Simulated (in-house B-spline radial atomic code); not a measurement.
A run on Sr (an excited or competing configuration) that did not converge. Method: non-relativistic TPSS, spin-polarised, spherical fractional occupations, point nucleus; computed with an all-electron radial atomic-structure program (B-spline basis).

Command:
```bash
python run_scf.py task.json out
```
Settings:
```
Z                38
configuration    [Ne] 3s2 3p5 3d10 4s2 4p6 5s2 6f1
hamiltonian      nr
method           tpss,tpss
spin_polarised   True
```

First and last ten iterations of the last attempt (damped for 15 steps, keeping 80 % of the old Fock matrix, then DIIS):
```
 iter        energy (Eh)    residual
    1       -3123.391784    5.50e-02
    2       -3123.394091    2.35e-03
    3       -3123.394132    1.59e-03
    4       -3123.394204    1.09e-03
    5       -3123.394319    7.52e-04
    6       -3123.394451    5.74e-04
    7       -3123.394560    4.61e-04
    8       -3123.394611    3.64e-04
    9       -3123.394601    3.02e-04
   10       -3123.394553    2.70e-04
  111       -3123.394440    2.13e-05
  112       -3123.394438    1.55e-05
  113       -3123.394438    1.55e-05
  114       -3123.394435    2.11e-05
  115       -3123.394434    2.37e-05
  116       -3123.394438    1.72e-05
  117       -3123.394438    1.68e-05
  118       -3123.394435    1.93e-05
  119       -3123.394436    1.69e-05
  120       -3123.394438    1.58e-05
 not converged after 120 iterations
```

The smallest residual met was 1.6e-05; the threshold is about 4e-07. Over the last five steps the energy moves by less than 6e-06 hartree, but the orbitals didn't meet the threshold. Run time, properties included: 4.2 s on 1 thread of Arm Neoverse V1 (shared host).
